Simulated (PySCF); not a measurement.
S²⁺: ionisation energy

S²⁺ [Ne] 3s2 3p2 (3P) → S³⁺ [Ne] 3s2 3p1 (2P), as a difference of total energies. Computed with PySCF 2.14 in aug-cc-pV(D+d)Z (5s4p3d, 32 functions), with the non-relativistic Hamiltonian (point nucleus). Correlated levels: valence: [Ne] frozen. The calculations carry no spin-orbit coupling.

```json
{"method": "UHF", "ionisation energy (eV)": "34.148"}
{"method": "SCS-MP2 (valence)", "ionisation energy (eV)": "34.397"}
{"method": "CCSD(T) (valence)", "ionisation energy (eV)": "34.530"}
{"method": "CCSDT (valence)", "ionisation energy (eV)": "34.532"}
```

Estimate what MP2 (valence) gives.

34.479 eV, closest to CCSD(T) (valence) among the rows shown.

Estimate what CCSD (valence) gives.

34.519 eV, closest to CCSD(T) (valence) among the rows shown.

A first-order spin-orbit estimate (lowest level to lowest level, LS coupling) adds -0.007 eV.

Errors of the correlated levels include the incompleteness of this basis and the frozen core.

For comparison: 34.86 ± 0.04 eV (semi-empirical (NIST evaluation); NIST Atomic Spectra Database, ionization energies).
